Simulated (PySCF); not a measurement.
## Mn⁺: ionisation energy

Mn⁺ [Ar] 3d5 4s1 (7S) → Mn²⁺ [Ar] 3d5 (6S), as a difference of total energies. Calculation: PySCF 2.14, in jorge-DZP-DKH; scalar relativity by spin-free X2C-1e. Correlated levels: valence: [Ar] frozen. The calculations carry no spin-orbit coupling.

```csv
method,ionisation energy (eV),error (eV)
UHF,14.629,-1.011
M06-2X,15.187,-0.453
TPSS,15.525,-0.115
MP2 (valence),14.831,-0.809
SCS-MP2 (valence),14.696,-0.944
```

Reference: 15.640 eV (measured; NIST Atomic Spectra Database, ionization energies).

Errors of the correlated levels include the incompleteness of this basis and the frozen core.
